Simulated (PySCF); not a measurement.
Si(CF3)(Cl)2(H) (CHCl2F3Si), SMILES FC(F)(F)[SiH](Cl)Cl.

The structure is a stationary point at ωB97X-D3(BJ)/def2-SVP.

Two levels are set side by side: TDDFT-PBE/def2-SVPD (PySCF) and TDDFT-CAM-B3LYP/def2-SVPD (PySCF). Vertical, same geometry. The lowest singlet is HOMO→LUMO 99 % with PBE and HOMO→LUMO 91 % with the other functional; states are paired by order. Differences are taken from unrounded values.

| quantity | TDDFT-PBE |
|---|---|
| lowest singlet excitation (eV) | 6.67 |
| lowest triplet excitation (TDA) (eV) | 6.39 |
| first bright state (f over 0.05) (eV) | 7.81 |
| its oscillator strength | 0.05 |

Problem. These are the TDDFT-PBE values. What does TDDFT-CAM-B3LYP give? (Estimate from the structure and the level; the computed values follow.)

Solution. 
```csv
quantity,TDDFT-CAM-B3LYP,TDDFT-PBE minus TDDFT-CAM-B3LYP
lowest singlet excitation (eV),7.75,-1.07
lowest triplet excitation (TDA) (eV),7.35,-0.96
first bright state (f over 0.05) (eV),9.00,-1.19
its oscillator strength,0.08,-0.03
```

Functionals without exact exchange tend to place singlet excitations lower, as here. Differences between two approximate levels are no errors against the true value.

Rough cost on one machine, each run with all the roots and properties that it gave: TDDFT-CAM-B3LYP against TDDFT-PBE about 9 times.
